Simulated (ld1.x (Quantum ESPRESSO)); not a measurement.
# Cr: excitation energies, all-electron against TM

chromium (Cr), norm-conserving Troullier–Martins (Kleinman–Bylander form), made with ld1.x (Quantum ESPRESSO) 7.5 (PBEsol, scalar-relativistic). Core [Ne], reference 3s2 3p6 3d5 4s0.75 4p0.25. Waves: 3p (bound): rc 1.45 bohr; 3d (bound): rc 1.30 bohr; 3s (bound): rc 1.50 bohr. Local part: the s channel. Core correction: none.

Occupied shells without a wave of their own: 4p, 4s. They enter only through the test configuration that unscreens the potential.

Energies are relative to the spin-unpolarised reference configuration 3s2 3p6 3d5 4s0.75 4p0.25; without spin polarisation the order of configurations can differ from experiment.

Give the all-electron excitation energy and the error of the potential for: 3s2 3p6 3d5 4s1 4p0; 3s2 3p6 3d5 4s0 4p0; 3s2 3p6 3d4 4s0 4p0; 3s2 3p6 3d4 4s2 4p0; 3s2 3p6 3d6 4s0 4p0; 3s2 3p6 3d2 4s0 4p0; 3s2 3p6 3d4 4s1 4p1.

```tsv
valence configuration	charge	ΔE all-electron (eV)	error AE − PS (meV)
3s2 3p6 3d5 4s1 4p0	0	-0.770	+145
3s2 3p6 3d5 4s0 4p0	+1	6.103	-687
3s2 3p6 3d4 4s0 4p0	+2	22.117	-1110
3s2 3p6 3d4 4s2 4p0	0	-0.863	+1029
3s2 3p6 3d6 4s0 4p0	0	0.957	-419
3s2 3p6 3d2 4s0 4p0	+4	101.140	-1934
3s2 3p6 3d4 4s1 4p1	0	2.766	+355
```

ld1.x printed “convergence not achieved” for 1 of the counted tests; its residual had stalled under 1e-8, short of the target of 1e-14. The 4p, 4s levels have no wave, so the channel is fitted at the deeper level alone: the likely source of the large errors.

The potential misses its own reference levels by up to 0.7 eV.
